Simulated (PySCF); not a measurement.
WO2Br2 (singlet state).
Z-matrix (Å and degrees, PBE0-D3(BJ)/def2-SVP geometry), rows numbered from 1:
```
W 
O   1  1.6923
O   1  1.6925  2  106.38
Br  1  2.4125  2  109.19  3  -117.86
Br  1  2.4071  2  108.51  3   116.92
```

Computed with PySCF, TDDFT CAM-B3LYP/def2-SVPD, vertical, gas phase, core orbitals frozen in the response, def2 core potentials past Kr. Spin–orbit coupling is left out.

Kohn–Sham orbitals with the atoms that hold most of them (Löwdin shares over 4%, at most four atoms; ? is withheld):

| orbital | ε (eV) | atoms |
| --- | --- | --- |
| LUMO+2 | -1.38 | W1 53%, Br5 13%, Br4 12%, O3 11% |
| LUMO+1 | -1.64 | W1 57%, O2 17%, O3 16%, Br5 5% |
| LUMO | -2.59 | W1 57%, Br5 14%, Br4 14%, O3 7% |
| HOMO | -10.70 | ? |
| HOMO-1 | -10.77 | ? |
| HOMO-2 | -10.92 | Br5 35%, Br4 34%, O2 13%, O3 13% |
| HOMO-3 | -11.34 | Br5 35%, Br4 34%, W1 11%, O3 10% |

(1) Which atoms hold the HOMO, and with what shares?

(2) Give the leading atoms of the HOMO-1.

(3) How does S1 compare with the orbital gap of 8.11 eV?

(4) One configuration dominates each of S1, S2 and S3. Which, and how do the shares of the two leading atoms of either orbital change from the occupied to the empty one?

## Answers

(1) Br4 (bonded to W) 45%; Br5 (bonded to W) 44%; O2 (bonded to W) 4%. By element: bromine 90%, oxygen 4% or more.

(2) Br4 (bonded to W) 42%; Br5 (bonded to W) 40%; O3 (bonded to W) 7%; O2 (bonded to W) 7%. By element: bromine 82%, oxygen 14%.

(3) S1 is at 4.60 eV (f = 0.0000), 3.51 eV below the gap, made of HOMO-1→LUMO (99%). Its leading pair isn't HOMO and LUMO; the energies of that pair differ by 8.18 eV. Without the coupling terms of the response equations the lowest excitation would equal the gap.

(4) 
- S1 (4.60 eV, f 0.0000), HOMO-1→LUMO (99%): Br4 42% → 14%, Br5 40% → 14%, W1 at most 4% → 57%; the Löwdin share of tungsten is at most 4% in HOMO-1 and 57% in LUMO (ligand-to-metal charge transfer by this measure)
- S2 (4.66 eV, f 0.0027), HOMO-2→LUMO (77%): Br5 35% → 14%, Br4 34% → 14%, W1 at most 5% → 57%; the Löwdin share of tungsten is at most 5% in HOMO-2 and 57% in LUMO
- S3 (4.85 eV, f 0.047), HOMO→LUMO (74%): Br4 45% → 14%, Br5 44% → 14%, W1 at most 4% → 57%; the Löwdin share of tungsten is at most 4% in HOMO and 57% in LUMO
